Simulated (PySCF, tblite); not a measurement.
C7H10NP.
Cartesian coordinates in Å at the GFN2-xTB level; atoms count from 1:
```xyz
19
C7H10NP angstrom
C     -1.6390    0.9319   -1.1315
C     -1.2011    0.4991    0.2681
C     -2.0104   -0.7044    0.7527
C      0.2802    0.2017    0.3024
C      0.8209   -0.8116   -0.4716
N      2.0861   -1.1848   -0.5456
C      3.0115   -0.5727    0.1703
C      2.8126    0.4775    1.0436
P      1.2630    1.1891    1.3555
H     -1.0572    1.7905   -1.4611
H     -1.4996    0.1269   -1.8487
H     -2.6907    1.2091   -1.1250
H     -1.3889    1.3340    0.9563
H     -3.0682   -0.4537    0.7898
H     -1.8808   -1.5538    0.0865
H     -1.6902   -0.9985    1.7503
H      0.1634   -1.3951   -1.1093
H      4.0140   -0.9642    0.0284
H      3.6647    0.8882    1.5697
```

Theory: PBE0/pcSseg-1 in PySCF (dipole) on a GFN2-xTB geometry, gas phase.

Take the most abundant isotopes and a rigid rotor. The values belong to one conformer with, in the numbering `[CH3:1][CH:2]([CH3:3])[c:4]1[cH:5][n:6][cH:7][cH:8][p:9]1`, C1–C2–C4–C5 -62°.

Question: Give the principal moments of inertia and the rotational constants in cm⁻¹.

Answer: Ia = 201.30, Ib = 487.64, Ic = 580.53 u·Å²; 505379 MHz·u·Å²/I gives 2511, 1036 and 870.6 MHz, that is A = 0.08374, B = 0.03457, C = 0.02904 cm⁻¹.

Question: Classify the top.

Answer: An asymmetric top. Ray's parameter κ = (2B − A − C)/(A − C) = -0.798; −1 is the prolate and +1 the oblate limit.

Question: What does the inertial defect say?

Answer: Not planar: Δ = Ic − Ia − Ib = -108.42 u·Å². For a rigid frame Δ = −2 Σ m c², so Σ m c² = 54.21 u·Å² lies off the ab plane: 16.02 from hydrogen and 38.19 from heavier atoms. The atom farthest from that plane is 2.15 Å away.

Question: Which lines would a microwave search look for?

Answer: The dipole components are |μa| = 0.89 D, |μb| = 0.82 D, |μc| = 0.00 D; the mirror of this Cs structure is the ab plane, so μc vanishes by symmetry and there are no c-type lines. The squared components, which scale the intensities, stand as 1.00 : 0.84 (a : b). Some lines, for components of 0.1 D or more:

```tsv
type	branch	J(Ka,Kc)	MHz	lower level (cm⁻¹)
a	Q	2(1,1) ← 2(1,2)	497	0.234
a	Q	3(1,2) ← 3(1,3)	994	0.417
b	R	3(1,2) ← 2(2,1)	1538	0.399
b	Q	1(1,0) ← 1(0,1)	1640	0.064
a	R	1(0,1) ← 0(0,0)	1907	0.000
a	R	2(1,2) ← 1(1,1)	3648	0.113
b	R	3(0,3) ← 2(1,2)	4347	0.234
b	Q	2(2,0) ← 2(1,1)	4436	0.251
b	R	2(1,2) ← 1(0,1)	5122	0.064
b	Q	3(2,2) ← 3(1,3)	5177	0.417
a	R	3(1,3) ← 2(1,2)	5464	0.234
b	R	3(1,3) ← 2(0,2)	6786	0.190
b	R	2(2,1) ← 1(1,0)	8402	0.118
```

Question: Estimate the classical rotational partition function at 10 K, 200 K and 500 K.

Answer: Point group Cs, symmetry number σ = 1; q = (√π/σ)·√((kT/h)³/(ABC)), k/h = 20836.6 MHz/K: 3540 at 10 K, 317000 at 200 K, 1250000 at 500 K.

Its GFN2-xTB frequencies are all real (lowest 41 cm⁻¹). These are rigid-rotor constants of the computed structure; measured ground-state constants (B0) also hold zero-point vibration. A rigid rotor knows nothing of internal rotation, which can split or shift real lines. Quadrupole hyperfine structure (14N) is left out.
